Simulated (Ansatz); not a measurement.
`[SiH3][NH][SnH3]` + CH₃OH → `C[O][SnH3]` + `N[SiH3]` at 500 K and 1 bar (ligand exchange at the Sn–N bond).

Isolated molecules relaxed with PBE0-D4/def2-TZVP in Ansatz; ΔE leaves out vibrations. CBS: MP2 limit from def2 TZ/QZ plus the TZ coupled-cluster correction, frozen cores. This one scheme is used for every species. Elements past krypton have def2 core potentials. For Sn outer-core shells are correlated without core-valence functions, which leaves a few kJ/mol of doubt a bond.

| species | CCSD(T)/CBS energy (Eh) | H − E (kJ/mol) | S (J/(mol·K)) |
| --- | --- | --- | --- |
| `[SiH3][NH][SnH3]` | -562.01692 | 205.6 | 426.2 |
| CH₃OH | -115.61712 | 157.0 | 265.4 |
| `C[O][SnH3]` | -330.83288 | 199.9 | 376.8 |
| `N[SiH3]` | -346.80422 | 161.3 | 303.9 |

H − E and S are ideal-gas, rigid-rotor, harmonic terms from PBE0-D4/def2-TZVP, for one conformer and one mirror image of each species. 1 Eh = 2625.50 kJ/mol, R = 8.31446 J/(mol·K).

Question: By hand: ΔE, ΔH, ΔS and ΔG.

Answer: ΔE = (-330.83288) + (-346.80422) − (-562.01692) − (-115.61712) = -0.00306 Eh = -8.0 kJ/mol. Δ(H − E) = 199.9 + 161.3 − 205.6 − 157.0 = -1.4, so ΔH = -9.4 kJ/mol. ΔS = 376.8 + 303.9 − 426.2 − 265.4 = -10.9 J/(mol·K). ΔG = -9.4 − 500 × (-10.9)/1000 = -4.0 kJ/mol.

Question: By hand: the equilibrium constant, and the temperature at which ΔG would vanish if ΔH and ΔS stayed fixed.

Answer: log₁₀ K = −ΔG/(RT ln 10) = 0.4. ΔG = 0 at ΔH/ΔS = 862 K, though so small a ΔH makes that figure unsure.

TΔS isn't small against ΔH here. The sign of ΔG lies within the doubt. A doubt of 5 kJ/mol in ΔE shifts log₁₀ K by 0.5 here. Other conformers and mirror images would add mixing entropy, several J/(mol·K) or more a flexible species. Modes under 60 cm⁻¹, often nearly free rotors, make the harmonic entropy too high. These are equilibria of isolated gas molecules and say nothing of rates. Largest T1 diagnostic: 0.013 (customary marks: 0.02 for closed shells, 0.045 for open ones).
